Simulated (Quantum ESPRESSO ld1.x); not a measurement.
Species: the europium ion Eu3+. Configuration: [Xe] 4f6. Method: scalar-relativistic Kohn-Sham, LDA (Slater exchange, VWN5 correlation), spin-polarised, spherical densities, point nucleus; open shells are filled with parallel spins first; computed with ld1.x of Quantum ESPRESSO 7.5.

Normalised radial functions P(r) = r R(r), r in bohr:

```
   r/bohr * 4d up, o 5d up (the largest magnitude, 1.25, reaches the edge; | marks zero, & curves that meet)
 0.002521                             &
 0.003914                             &
 0.006029                             &
 0.009287                             &
  0.01431                             &
  0.02203                             o*
  0.03394                             |o*
  0.05228                             | o  *
  0.08118                             |  o       *
    0.125                             |    o          *
   0.1926                             |   o         *
   0.2967                        *  o |
    0.457   *                  o      |
   0.7039  *                       o  |
    1.084                 *           |        o
    1.683                           * |               o
    2.593                             *            o
    3.994                             *    o
    6.153                             *o
```

4d up: eigenvalue -168.14 eV, 1 radial node at r = 0.273 bohr, <r> = 0.652 bohr, 90 % of the charge inside 0.979 bohr. 5d up (empty): eigenvalue -25.148 eV, 2 radial nodes at r = 0.264, 0.804 bohr, <r> = 2.15 bohr, 90 % of the charge inside 3.21 bohr.
